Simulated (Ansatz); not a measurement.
# F2Ga2H4: where a starting geometry ends

The starting geometry of this gas-phase singlet was optimised with GFN2-xTB.

```xyz
8

F    -2.5239    1.0957   -1.6035
F     0.2021   -0.2806   -1.0739
Ga   -1.7854    0.1115   -0.3771
Ga    0.0150   -2.1050   -0.8531
H    -1.4794    0.7295    0.9794
H    -2.1198   -1.4683   -0.6193
H     0.1078   -2.8723   -2.1836
H     0.3721   -2.4866    0.5981
```

Task: Predict what becomes of its bonds when it is optimised with PBE0-D4/def2-SVP.

Result: A new bond forms, giving a structure with F2 bridging Ga3 and Ga4, H6 bridging Ga3 and Ga4, given below by its coordinates. Distances that change by over a tenth: F2–Ga3 (2.14 → 1.93 Å). Contacts that close: Ga4–H6 (2.24 → 1.79 Å).

The energy falls by 0.37 eV over 10 steps:

```json
{"step": "1", "E − E(last) (eV)": "0.371"}
{"step": "2", "E − E(last) (eV)": "0.208"}
{"step": "3", "E − E(last) (eV)": "0.142"}
{"step": "4", "E − E(last) (eV)": "0.060"}
{"step": "5", "E − E(last) (eV)": "0.027"}
{"step": "6", "E − E(last) (eV)": "0.015"}
{"step": "7", "E − E(last) (eV)": "0.002"}
{"step": "8", "E − E(last) (eV)": "0.001"}
{"step": "9", "E − E(last) (eV)": "0.000"}
{"step": "10", "E − E(last) (eV)": "0.000"}
```

Final geometry (Å):

```yaml
atoms:
  - { symbol: F, position_ang: [-2.3502, 0.7046, -1.8718] }
  - { symbol: F, position_ang: [0.2139, -0.1934, -0.8240] }
  - { symbol: Ga, position_ang: [-1.6175, 0.1907, -0.3667] }
  - { symbol: Ga, position_ang: [-0.1557, -2.1155, -0.8368] }
  - { symbol: H, position_ang: [-1.7661, 0.9375, 0.9771] }
  - { symbol: H, position_ang: [-1.7727, -1.5285, -0.3371] }
  - { symbol: H, position_ang: [-0.2596, -2.5651, -2.3173] }
  - { symbol: H, position_ang: [0.4964, -2.7065, 0.4437] }
```

No frequencies were run, so the end isn't proven a minimum. Run with Ansatz 0.2.0, 22 s on 2 threads of Arm Neoverse V2, with other jobs on the host.
